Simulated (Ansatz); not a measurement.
`C#[C][GeH2][F]` + NH₃ → `[NH2][GeH2][F]` + acetylene at 400 K and 1 bar (ligand exchange at a Ge–C bond).

Computed with Ansatz on PBE0-D4/def2-TZVP structures; ΔE is electronic, products minus reactants. CCSD(T)/CBS is the MP2 limit (def2-TZVPP, def2-QZVPP) plus CCSD(T) − MP2 in def2-TZVPP, frozen cores. This one scheme is used for every species. For Ge outer-core shells are correlated without core-valence functions, which leaves a few kJ/mol of doubt a bond. Scalar relativity is left out up to krypton. Each species was taken in one conformer, which may not be the lowest.

```
         species  CCSD(T)/CBS energy (Eh)  H − E (kJ/mol)  S (J/(mol·K))
`C#[C][GeH2][F]`              -2253.77838           123.5          339.7
             NH₃                -56.50880           104.2          203.1
`[NH2][GeH2][F]`              -2233.06137           139.7          319.2
           `C#C`                -77.22717            85.5          213.8
```

H − E and S are ideal-gas, rigid-rotor, harmonic terms from PBE0-D4/def2-TZVP, for one conformer and one mirror image of each species. 1 Eh = 2625.50 kJ/mol, R = 8.31446 J/(mol·K).

**Question.** By hand: ΔE, ΔH, ΔS and ΔG.

**Answer.** ΔE = (-2233.06137) + (-77.22717) − (-2253.77838) − (-56.50880) = -0.00136 Eh = -3.6 kJ/mol. Δ(H − E) = 139.7 + 85.5 − 123.5 − 104.2 = -2.5, so ΔH = -6.1 kJ/mol. ΔS = 319.2 + 213.8 − 339.7 − 203.1 = -9.8 J/(mol·K). ΔG = -6.1 − 400 × (-9.8)/1000 = -2.2 kJ/mol.

**Question.** By hand: the equilibrium constant, and the temperature at which ΔG would vanish if ΔH and ΔS stayed fixed.

**Answer.** log₁₀ K = −ΔG/(RT ln 10) = 0.3. ΔG = 0 at ΔH/ΔS = 622 K, though so small a ΔH makes that figure unsure.

TΔS isn't small against ΔH here. The sign of ΔG lies within the doubt. A doubt of 5 kJ/mol in ΔE shifts log₁₀ K by 0.7 here. Other conformers and mirror images would add mixing entropy, several J/(mol·K) or more a flexible species. These are equilibria of isolated gas molecules and say nothing of rates. Largest T1 diagnostic: 0.013 (customary marks: 0.02 for closed shells, 0.045 for open ones).
